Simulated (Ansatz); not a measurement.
A made-up structure of MgGeH₃Cl, singlet:

```
6
angstrom
Cl -0.0382 -3.6732 1.0954
Mg -0.0197 -1.5767 0.4673
Ge 0.0089 0.8839 -0.2639
H -1.1562 1.2401 -1.2116
H 1.3021 1.2664 -1.0149
H 0.0338 -4.7881 1.8170
```

It is relaxed with PBE-D4/def2-SVP and then PBE0-D4/def2-TZVP (Ansatz 0.2.0). Atoms count as bonded within 1.22 times the sum of their covalent radii (H–H: 0.88 Å). The end point is not checked to be a true minimum.

(1) Does its bonding change? (A judgement: the text doesn't fix the answer.)

Answers

(1) Computed: Yes. Formed: none; broken: Cl1–Mg2.

Where it ends: The first stage lowers the energy by 1.21 eV in 21 steps. It ends as a complex of MgGeH₂ ([Mg][GeH2]) + HCl:
| atom | x (Å) | y (Å) | z (Å) |
| --- | --- | --- | --- |
| Cl1 | 0.0590 | -3.3812 | 0.3089 |
| Mg2 | -0.0813 | -0.3906 | 1.3770 |
| Ge3 | 0.0294 | 1.2162 | -0.5880 |
| H4 | -1.0449 | 0.0174 | -0.8436 |
| H5 | 1.1696 | 0.0556 | -0.6865 |
| H6 | -0.0012 | -4.1649 | 1.3215 |

Labels in which every atom is bracketed show which atoms are joined, not bond orders.

For scale, one of the runs: PBE0-D4/def2-TZVP relaxation, 135 basis functions, launched by `ansatz run in.yaml --threads 2 --pin off --events-out ev --progress --plain --max-ram 4352MiB`. The run took about 63 s on 2 CPU threads of an Intel Xeon Platinum 8259CL (shared host).
